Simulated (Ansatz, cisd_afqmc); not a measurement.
Species: KCl, charge 0, singlet. KCl (SMILES [Cl][K]).
B3LYP-D3(BJ)/def2-TZVP minimum from Ansatz (a quantum-chemistry and plane-wave program):
```
K
Cl 1 2.7015
```

Total energies in def2-SVP, 8 correlated electrons, 14 frozen orbitals. Open shells are spin-unrestricted; no spin-orbit coupling. Correlated methods leave the cores frozen (noble-gas shells, and filled d and f shells in the p block). No relativity. AFQMC/CISD: phaseless, guided by CISD from CCSD amplitudes; bars are statistical, one sigma. Outlying blocks are dropped, and bars are widened where a walk drifts. Over all cases where full CI ran beside it in this data, AFQMC minus full CI had a median of +0.1 mEh and passed +0.4 mEh in a tenth of the cases.

```tsv
method	program	energy (Eh)	minus CCSDTQ (mEh)
HF	Ansatz	-1058.50973	150.10
MP2	Ansatz	-1058.64572	14.11
CCSD	Ansatz	-1058.65764	2.19
CCSD(T)	Ansatz	-1058.65944	0.39
CCSDT(Q)	Ansatz	-1058.65983	0.00
CCSDTQ	Ansatz	-1058.65983	0.00
AFQMC/CISD	cisd_afqmc	-1058.6600 ± 0.0001	-0.2 ± 0.1
```

Rough core times of Ansatz's runs on a shared machine: CCSD(T) under 20 s, CCSDT(Q) under 20 s, CCSDTQ 30 s.
